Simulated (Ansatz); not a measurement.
`C[SiH](S)CO` and `C[SiH](O)S` differ in one atom or group.

Ansatz, PBE0-D4/def2-TZVP geometries, multiplicity 1. Each molecule was computed in one conformer, which needn't be the lowest.

| property | `C[SiH](S)CO` |
| --- | --- |
| HOMO–LUMO gap (B3LYP/def2-TZVPP) / eV | 7.22 |
| HOMO energy (B3LYP/def2-TZVPP) / eV | -7.15 |
| HOMO–LUMO gap (ωB97M-V/def2-TZVPP) / eV | 11.67 |
| HOMO–LUMO gap (PBE/def2-TZVPP) / eV | 5.38 |
| size of the dipole moment (B3LYP/def2-TZVPP) / D | 2.58 |
| HOMO energy (ωB97M-V/def2-TZVPP) / eV | -9.64 |

(1) What does the change do to each property? (Best estimate.)

## Answers

(1) Ansatz gave: 
```csv
property,`C[SiH](O)S`,shift
HOMO–LUMO gap (B3LYP/def2-TZVPP) / eV,7.48,0.26
HOMO energy (B3LYP/def2-TZVPP) / eV,-7.23,-0.08
HOMO–LUMO gap (ωB97M-V/def2-TZVPP) / eV,11.87,0.20
HOMO–LUMO gap (PBE/def2-TZVPP) / eV,5.88,0.50
size of the dipole moment (B3LYP/def2-TZVPP) / D,0.64,-1.94
HOMO energy (ωB97M-V/def2-TZVPP) / eV,-9.71,-0.07
```

With PBE0 the HOMO falls by 0.12 eV and the LUMO rises by 0.18 eV, so the gap widens by about 0.30 eV. PBE moves the HOMO by -0.31 eV and ωB97M-V by -0.07 eV. Dipoles are sizes alone; their direction can turn.

B3LYP here is the variant with VWN-RPA as its local correlation; programs differ in this.
